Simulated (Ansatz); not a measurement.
Reaction: C4H6O (SMILES O=C1CCC1) → C4H6O (SMILES C1=CCOC1)
Each species at its own B3LYP-D3(BJ)/def2-TZVP minimum (Ansatz, a program for electronic structure).

Total energies in hartree (Ansatz). UHF or UKS for unpaired electrons; spin-orbit terms are left out. Cores are frozen in correlated methods. No relativity.

```tsv
species	HF/cc-pVTZ	CCSD(T)/cc-pVTZ	HF/cc-pVQZ	CCSD(T)/cc-pVQZ	CCSD(T)/cc-pVDZ	CCSDT(Q)/cc-pVDZ
1: C4H6O (SMILES C1C(CC1)=O)	-229.87841	-230.83796	-229.89427	-230.90695	-230.60564	-230.60851
2: C4H6O (SMILES C1C=CCO1)	-229.87024	-230.82815	-229.88603	-230.89769	-230.59072	-230.59343
```

Q: Work out the isomerisation energy (electronic) in kcal/mol: take Hartree-Fock from cc-pVQZ, extrapolate the CCSD(T) correlation energy as X^-3 (X = 3, 4), and add CCSDT(Q) - CCSD(T) in cc-pVDZ. 1 hartree = 627.51 kcal/mol.

A: 
Species 1: correlation (64·(-1.01268) - 27·(-0.95955))/37 = -1.05145; step -0.00287; E1 = -229.89427 + (-1.05145) + (-0.00287) = -230.94859
Species 2: correlation (64·(-1.01166) - 27·(-0.95791))/37 = -1.05088; step -0.00271; E2 = -229.88603 + (-1.05088) + (-0.00271) = -230.93962
-1·E1 +1·E2 = 0.00897 hartree = 5.6 kcal/mol.
